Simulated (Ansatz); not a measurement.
Computed with Ansatz on PBE0-D4/def2-TZVP structures; ΔE is electronic, products minus reactants. CCSD(T)/CBS is the MP2 limit (def2-TZVPP, def2-QZVPP) plus CCSD(T) − MP2 in def2-TZVPP, frozen cores. DFT in def2-TZVPP. B3LYP here is the variant with VWN-RPA as its local correlation; programs differ in this. Each species was taken in one conformer, which may not be the lowest.

`[SiH3]OC([SiH3])S` + `N[SiH](N)O` → `N[SiH](N)O[SiH3]` + `[SiH3]OCS`  (ligand exchange at the Si–C bond)

Q: Is it downhill or uphill in electronic energy at CCSD(T)/CBS, and by how much? (An estimate is asked.)

A: The calculation gave: Downhill: ΔE = -1.13 eV.

Q: What do these levels give: PBE-D4, PBE0-D4, B2PLYP, PBE, PBE0, B3LYP, HF/def2-TZVPP, SCS-MP2/def2-TZVPP, MP2/def2-QZVPP, SCS-MP2/def2-QZVPP, HF/CBS(def2), CCSD/CBS(def2)? (An estimate is asked.)

A: Ansatz gave: PBE-D4 -0.96, PBE0-D4 -1.05, B2PLYP -1.20, PBE -0.99, PBE0 -1.08, B3LYP -1.22, HF/def2-TZVPP -1.49, SCS-MP2/def2-TZVPP -1.21, MP2/def2-QZVPP -1.14, SCS-MP2/def2-QZVPP -1.22, HF/CBS(def2) -1.53, CCSD/CBS(def2) -1.19 eV.

Largest T1 diagnostic among the species: 0.012.

From PBE to PBE0 (25 % exact exchange), in def2-TZVPP and without D4, ΔE moves by −0.09 eV. The D4 term adds +0.07 eV with B3LYP and +0.03 eV with PBE0; it sums over pairs of atoms, weighted by their polarisabilities, and B3LYP, whose exchange is more repulsive, gets the larger term. In def2-TZVPP, CCSD(T) changes the Hartree–Fock value by +0.35 eV (the triples alone add +0.06 eV) and MP2 by +0.36 eV.
